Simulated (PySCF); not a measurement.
B(Me)2(NH2) (C2H8BN), SMILES CB(N)C.

Geometry optimised at TPSSh-D3(BJ)/def2-SVP. One conformer was computed; it need not be the lowest.

Level of theory: PySCF with M06-2X/def2-TZVP.

Symmetry labels are those of the subgroup C2v that the program uses (full group C2v).

Computed valence orbital energies around the gap with their symmetry:
```
orbital  symmetry  energy (eV)
-------  --------  -----------
HOMO−7         B1       -15.48
HOMO−6         A1       -12.88
HOMO−5         B2       -12.57
HOMO−4         B1       -11.74
HOMO−3         A2       -11.70
HOMO−2         A1       -10.93
HOMO−1         B1        -9.70
HOMO           B2        -9.49
LUMO           A1         1.32
LUMO+1         B2         2.08
LUMO+2         A1         2.49
LUMO+3         B1         2.53
```
